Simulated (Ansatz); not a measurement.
A structure relaxed at PBE-D4/def2-SVP in Ansatz, charge 0, singlet:

```xyz
8

Zr   -0.846    0.862    1.723
Zr    1.857    0.696    1.194
Zr    0.266   -1.707    0.373
Zr   -0.086    0.486   -1.314
P    -1.522   -1.730   -1.501
P     0.342    2.492    0.278
P    -2.169   -0.459    0.139
P     2.157   -0.641   -0.893
```

(1) Give its formula.

(2) Summarise the bond lengths by kind (pairs closer than 1.2 times the sum of covalent radii, bridged metal pairs left out).

Results:

(1) Zr₄P₄.

(2) 11 × P–Zr 2.45 to 2.75 Å; 1 × P–P 2.17 Å.

In the def2 sets Zr takes a core potential; there is no spin–orbit coupling. The restricted singlet is unstable towards broken spin symmetry in Hartree–Fock (as tested in another run); at PBE-D4/def2-SVP this wasn't settled. Another isomer (singlet) lies 0.12 eV lower at PBE0-D4/def2-TZVP; other spin states weren't run for this one.
